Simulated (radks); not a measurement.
Question: These are the eigenvalues of the occupied orbitals of an atom or ion with whole-number occupations (hartree). Method: Dirac Kohn-Sham, PBEsol, spin-unpolarised, spherical densities, finite nucleus; Fermi nuclear charge, rms radius of each element as measured or else 0.836 A^(1/3) + 0.57 fm; computed with a radial shooting solver on a logarithmic mesh with Libxc functionals.

orbital  eigenvalue
1s1/2     -239.0705
2s1/2     -30.47038
2p1/2     -26.55566
2p3/2     -26.17333
3s1/2      -6.06043
3p1/2      -4.91703
3p3/2      -4.86447
3d3/2      -3.03389

Which element is it, and in what charge state? The configuration may be excited. Open shells, if any, fill j = l - 1/2 first.

Answer: Z = 25, manganese, charge +5: Mn5+ in [Ar] 3d2. The list shows which subshells hold electrons but not how many an open one holds; the 1s level, -239.07 hartree, gives Z - s = 21.9 by -(Z - s)^2/2, which with screening and relativity narrows Z to a few neighbours, and the depths of the outer levels then fix element, charge and occupations together.
